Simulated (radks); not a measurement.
Results of a calculation; reference values are marked as such.
Task: These are the eigenvalues of the occupied orbitals of an atom or ion with whole-number occupations (hartree). Code: a radial shooting solver on a logarithmic mesh with Libxc functionals. Model: scalar-relativistic Kohn-Sham, PBE, spin-polarised, spherical densities, point nucleus.

orbital  eigenvalue
1s up     -2085.421
1s down   -2085.392
2s up     -386.8198
2s down   -386.8041
2p up     -347.9409
2p down   -347.9158
3s up     -120.1349
3s down   -120.1100
3p up     -108.2363
3p down   -108.2077
3d up     -93.46366
3d down   -93.43618
4s up     -53.83386
4s down   -53.70458
4p up     -49.43174
4p down   -49.30370

Which element is it, and in what charge state? The configuration may be excited. Open shells, if any, are filled with parallel spins first.

Result: Z = 67, holmium, charge +32: Ho32+ in [Ar] 3d10 4s2 4p5. The list shows which subshells hold electrons but not how many an open one holds; the 1s level, -2085.4 hartree, gives Z - s = 64.6 by -(Z - s)^2/2, which with screening and relativity narrows Z to a few neighbours, and the depths of the outer levels then fix element, charge and occupations together.
